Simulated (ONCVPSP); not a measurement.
Varying the ONCV potential for Mg (Z = 12)

Base potential:

```
Element                 : Mg
Generator               : ONCVPSP 4.0.1
Type                    : optimised norm-conserving Vanderbilt (ONCV)
Functional              : PBEsol
Relativity              : fully relativistic
Frozen core             : [He] 2s2
Valence charge          : 8
Reference configuration : 2p6 3s2
Partial waves           : 3s: rc 2.65 bohr, ncon 3, nbas 6, qcut 2.4 1/bohr, 2 projectors, debl 2.7 Ha; 2p: rc 0.95 bohr, ncon 4, nbas 8, qcut 18.4 1/bohr, 3 projectors, debl 2.4 Ha; d scattering state at 0.36 Ha: rc 2.25 bohr, ncon 4, nbas 8, qcut 4.6 1/bohr, 2 projectors, debl 3.3 Ha
Local potential         : polynomial inside 0.70 bohr (lpopt 2, dvloc0 6 Ha)
Core correction         : polynomial model core, fcfact 0.2
```

Open shells are filled in proportion to 2j + 1.

All-electron outer shells of the reference configuration (PBEsol, scalar-relativistic, ld1.x):

```tsv
shell	level (eV)	outermost node (bohr)	outermost maximum (bohr)
2s	-79.59	0.18	0.55
2p	-46.55	–	0.48
3s	-4.68	0.90	2.56
```

Cutoffs, loose and tight: the cutoffs (Ha) at which the residual kinetic energy of the hardest occupied pseudo-wave falls to 1 and 0.1 mHa per electron. They do not see the model core or the augmentation charge, which bear on the density cutoff. Test errors are all-electron minus pseudo excitation energies from the reference, over the configurations 2p6 3s1; 2p6 3s0; 2p6 3s1.5; 2p6 3s1 3p1. A dash means not determined; rows that change the core or the reference have their own tests.

1 further variants are left out, since the program set their typed debl aside.

| change | outcome | cutoff, loose | cutoff, tight | bound ghosts | GHOST(+) flags above zero | largest test error (meV) |
| --- | --- | --- | --- | --- | --- | --- |
| base | generated | 102 Ha | 119 Ha | none | s, d5/2, d3/2 | -71 |
| functional PBE | generated | 102 Ha | 119 Ha | none | s, d5/2, d3/2 | -52 |
| core correction polynomial model core, fcfact 1 | generated | 102 Ha | 119 Ha | none | s, d5/2, d3/2 | -71 |
| reference 2p6 3s1 3p1; wave 2p: rc 0.95 bohr, ncon 4, nbas 8, qcut 18.4 1/bohr, 3 projectors, debl 2.4 Ha becomes 2p+3p: rc 0.95 bohr, ncon 4, nbas 8, qcut 18.4 1/bohr, 3 projectors, debl 2.4 Ha | generated | 102 Ha | 120 Ha | none | s, d5/2, d3/2 | -29 |
| core [He], valence charge 10; reference 2s2 2p6 3s2; waves now 2s+3s: rc 1.05 bohr, ncon 4, nbas 9, qcut 12.5 1/bohr, 2 projectors; 2p: rc 0.80 bohr, ncon 4, nbas 7, qcut 20.8 1/bohr, 2 projectors, debl 0.6 Ha; d scattering state at 0.06 Ha: rc 0.85 bohr, ncon 4, nbas 7, qcut 11.5 1/bohr, 2 projectors, debl 2.6 Ha; local potential polynomial inside 0.70 bohr (lpopt 2, dvloc0 0 Ha) | generated, projector energies reset by the program | 132 Ha | 155 Ha | none | none | +0.3 |
| s: qcut 2.5; p: qcut 19.2; d: qcut 4.8 | generated | 105 Ha | 123 Ha | none | s | -63 |
| local potential polynomial inside 0.85 bohr (lpopt 2, dvloc0 0 Ha) | generated | 102 Ha | 119 Ha | none | s, d5/2, d3/2 | -71 |
| s: nbas 7 | generated | 102 Ha | 119 Ha | none | s, d5/2, d3/2 | -82 |

Question: What comes out with this change to the base: core correction Teter function, parameters optimised by the program?

Answer: outcome: generated; cutoff, loose: 102 Ha; cutoff, tight: 119 Ha; bound ghosts: none; GHOST(+) flags above zero: s, d5/2, d3/2; largest test error (meV): -35.
